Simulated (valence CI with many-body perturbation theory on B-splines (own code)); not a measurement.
**E1 transitions of Lu⁴⁰⁺**

Calculated by valence CI with perturbative core correlation (CI+MBPT): three valence electrons over a frozen Dirac-Fock core [Ar] 3d10, a basis of 11 s, 11 p, 10 d, 8 f, 5 g, 2 h functions for each j, with the one-electron correlation potential Σ1, the two-electron term Σ2, the three-electron term Σ3, Breit, model QED; selected CI, second order for the rest, scaled by the run's own slope (own B-spline code, finite nucleus).

No measured spectrum was set against this ion. As an estimate, large intervals hold to a few tenths of a per cent, small ones and those within an open d or f shell to about a per cent.

Lines 101 to 150 of 539 in falling wavelength, among levels below 54.120 Ry, chosen from the strongest by gf and those to the six lowest levels. Wavelengths and rates use the calculated energies. Electric multipoles are in the length gauge, E1 and E2 with the static RPA response of the core. Weak lines are less certain than strong ones. Lines between different terms over intervals too small for the method are left out, as are lines whose strength nearly cancels. Where a level lies close to another of its J and parity, the split of strength between their lines is uncertain. The highest levels of a list are the least certain.

Levels are named by their leading jj configuration (3d3/2^4 stands for four electrons in 3d with j = 3/2), which in mixed levels can hold well under half, so a name can repeat and another be missing. Letters in brackets count levels of one name in rising energy.

| λ vac (Å) | Upper | Lower | A (s⁻¹) | S (a.u.) |
| --- | --- | --- | --- | --- |
| 75.45 | (4p3/2 4d3/2 4d5/2) J=3/2 [b] | (4p3/2^2 4d3/2) J=3/2 [a] | 2.90e+11 | 2.46e-01 |
| 75.41 | (4s 4d5/2 4f7/2) J=9/2 [b] | (4s 4p3/2 4f5/2) J=7/2 [b] | 3.77e+11 | 7.97e-01 |
| 75.35 | (4s 4d5/2 4f7/2) J=11/2 [b] | (4p3/2^2 4d5/2) J=9/2 | 1.13e+11 | 2.85e-01 |
| 75.27 | (4s 4d3/2 4f7/2) J=9/2 [b] | (4s 4d3/2 4d5/2) J=7/2 [a] | 1.21e+11 | 2.54e-01 |
| 75.27 | (4s 4p3/2 4d5/2) J=1/2 | (4s 4p3/2^2) J=1/2 | 3.80e+11 | 1.60e-01 |
| 75.27 | (4s 4d5/2 4f7/2) J=5/2 | (4s 4d5/2^2) J=5/2 | 9.88e+10 | 1.25e-01 |
| 75.14 | (4s 4d5/2 4f5/2) J=5/2 | (4s 4p3/2 4f5/2) J=3/2 | 1.78e+11 | 2.24e-01 |
| 75.14 | (4s 4d3/2 4d5/2) J=3/2 [a] | (4s 4p3/2 4d3/2) J=1/2 [a] | 8.59e+10 | 7.19e-02 |
| 75.09 | (4s 4d3/2 4f7/2) J=9/2 [c] | (4s 4d3/2 4d5/2) J=9/2 | 1.22e+11 | 2.55e-01 |
| 75.09 | (4s 4d5/2 4f7/2) J=5/2 | (4s 4d3/2 4d5/2) J=3/2 [c] | 9.55e+10 | 1.20e-01 |
| 75.07 | (4p1/2 4p3/2 4f7/2) J=7/2 [c] | (4p1/2 4p3/2 4d5/2) J=7/2 [c] | 5.83e+10 | 9.74e-02 |
| 75.05 | (4p1/2 4p3/2 4f5/2) J=3/2 [b] | (4p1/2 4p3/2 4d5/2) J=3/2 [a] | 1.55e+11 | 1.29e-01 |
| 75.03 | (4s 4p1/2 4d5/2) J=3/2 | (4s 4p1/2 4p3/2) J=5/2 | 4.45e+10 | 3.71e-02 |
| 74.98 | (4p3/2^2 4d5/2) J=7/2 [a] | (4s 4p3/2 4d5/2) J=9/2 | 4.79e+10 | 7.96e-02 |
| 74.93 | (4p1/2 4p3/2 4f7/2) J=5/2 [b] | (4p1/2 4p3/2 4d5/2) J=3/2 [a] | 7.22e+10 | 8.99e-02 |
| 74.91 | (4p1/2 4p3/2 4d5/2) J=3/2 [b] | (4p1/2 4p3/2^2) J=5/2 | 1.37e+11 | 1.13e-01 |
| 74.87 | (4s 4d3/2 4d5/2) J=7/2 [b] | (4s 4p3/2 4d3/2) J=5/2 [a] | 4.70e+10 | 7.78e-02 |
| 74.86 | (4p1/2 4d5/2^2) J=3/2 | (4p1/2 4p3/2 4d5/2) J=5/2 [a] | 8.80e+10 | 7.28e-02 |
| 74.85 | (4p3/2 4d3/2 4d5/2) J=11/2 | (4s 4d3/2 4d5/2) J=9/2 | 1.79e+11 | 4.45e-01 |
| 74.76 | (4p1/2 4p3/2 4d5/2) J=7/2 [b] | (4s 4p1/2 4d5/2) J=5/2 [b] | 1.37e+11 | 2.27e-01 |
| 74.72 | (4s 4p3/2 4f7/2) J=9/2 [a] | (4s 4p3/2 4d5/2) J=9/2 | 1.50e+11 | 3.09e-01 |
| 74.72 | (4p1/2 4p3/2 4f7/2) J=7/2 [a] | (4p1/2 4p3/2 4d5/2) J=5/2 [a] | 2.12e+11 | 3.49e-01 |
| 74.61 | (4p3/2 4d5/2^2) J=9/2 | (4s 4d5/2^2) J=9/2 | 1.55e+11 | 3.17e-01 |
| 74.59 | (4p1/2 4p3/2 4d3/2) J=5/2 | (4s 4p1/2 4d3/2) J=5/2 | 6.50e+10 | 7.98e-02 |
| 74.51 | (4p1/2 4p3/2 4d5/2) J=5/2 [a] | (4s 4p1/2 4d5/2) J=3/2 | 6.24e+10 | 7.65e-02 |
| 74.50 | (4p3/2 4d3/2 4d5/2) J=7/2 [b] | (4s 4d3/2 4d5/2) J=7/2 [b] | 1.63e+11 | 2.66e-01 |
| 74.48 | (4p1/2 4d5/2^2) J=9/2 | (4s 4p1/2 4f7/2) J=9/2 | 1.19e+11 | 2.42e-01 |
| 74.47 | (4p3/2^2 4d5/2) J=3/2 | (4p3/2^3) J=3/2 | 5.87e+11 | 4.79e-01 |
| 74.45 | (4s 4d3/2 4f7/2) J=5/2 [b] | (4p3/2^2 4d5/2) J=7/2 [a] | 6.01e+10 | 7.35e-02 |
| 74.43 | (4p1/2 4p3/2 4d5/2) J=7/2 [c] | (4p1/2 4p3/2^2) J=5/2 | 4.88e+11 | 7.95e-01 |
| 74.40 | (4s 4d3/2 4d5/2) J=3/2 [c] | (4s 4p3/2 4d5/2) J=3/2 [a] | 2.42e+11 | 1.96e-01 |
| 74.36 | (4s 4p3/2 4f5/2) J=7/2 [a] | (4s^2 4f5/2) J=5/2 | 1.29e+11 | 2.10e-01 |
| 74.36 | (4s 4d5/2 4f5/2) J=7/2 [a] | (4s 4p3/2 4f5/2) J=5/2 [a] | 2.50e+11 | 4.06e-01 |
| 74.34 | (4s 4p1/2 4d5/2) J=5/2 [a] | (4s 4p1/2 4p3/2) J=3/2 [a] | 2.54e+11 | 3.09e-01 |
| 74.34 | (4s 4d5/2^2) J=7/2 | (4s 4p3/2 4d5/2) J=5/2 [b] | 8.11e+11 | 1.31e+00 |
| 74.30 | (4p3/2^2 4d3/2) J=3/2 [c] | (4s 4p3/2 4d5/2) J=3/2 [b] | 1.07e+11 | 8.69e-02 |
| 74.30 | (4p1/2 4p3/2 4f7/2) J=7/2 [b] | (4p1/2 4p3/2 4d5/2) J=7/2 [b] | 6.58e+10 | 1.07e-01 |
| 74.29 | (4s^2 4f7/2) J=7/2 | (4s 4p3/2^2) J=5/2 | 1.57e+11 | 2.54e-01 |
| 74.26 | (4p3/2 4d3/2 4d5/2) J=5/2 [d] | (4p3/2^2 4d3/2) J=3/2 [a] | 1.18e+11 | 1.43e-01 |
| 74.26 | (4s 4d5/2 4f7/2) J=9/2 [a] | (4s 4p3/2 4f7/2) J=9/2 [a] | 2.82e+11 | 5.69e-01 |
| 74.24 | (4p1/2 4p3/2 4f5/2) J=9/2 | (4p1/2 4p3/2 4d5/2) J=7/2 [a] | 1.84e+11 | 3.71e-01 |
| 74.20 | (4s 4p1/2 4d5/2) J=5/2 [b] | (4s 4p1/2 4p3/2) J=5/2 | 1.63e+11 | 1.97e-01 |
| 74.02 | (4s 4d5/2 4f7/2) J=7/2 | (4s 4p3/2 4f7/2) J=9/2 [a] | 4.39e+10 | 7.02e-02 |
| 74.01 | (4s 4d5/2 4f7/2) J=9/2 [a] | (4p3/2^2 4d5/2) J=7/2 [a] | 9.16e+10 | 1.83e-01 |
| 73.93 | (4p3/2 4d3/2 4d5/2) J=1/2 [b] | (4p3/2^2 4d3/2) J=3/2 [b] | 3.47e+11 | 1.38e-01 |
| 73.92 | (4s 4d5/2 4f5/2) J=9/2 | (4s 4p3/2 4f5/2) J=7/2 [a] | 2.83e+11 | 5.63e-01 |
| 73.81 | (4s 4d5/2 4f7/2) J=11/2 [a] | (4s 4d5/2^2) J=9/2 | 3.14e+10 | 7.48e-02 |
| 73.81 | (4s 4p3/2 4f7/2) J=3/2 | (4s 4p3/2 4d3/2) J=5/2 [b] | 9.81e+10 | 7.78e-02 |
| 73.81 | (4s 4d3/2 4f7/2) J=5/2 [b] | (4s 4d3/2 4d5/2) J=5/2 [b] | 6.36e+10 | 7.57e-02 |
| 73.81 | (4p1/2 4p3/2 4f5/2) J=5/2 [b] | (4p1/2 4p3/2 4d3/2) J=3/2 [b] | 2.14e+11 | 2.55e-01 |
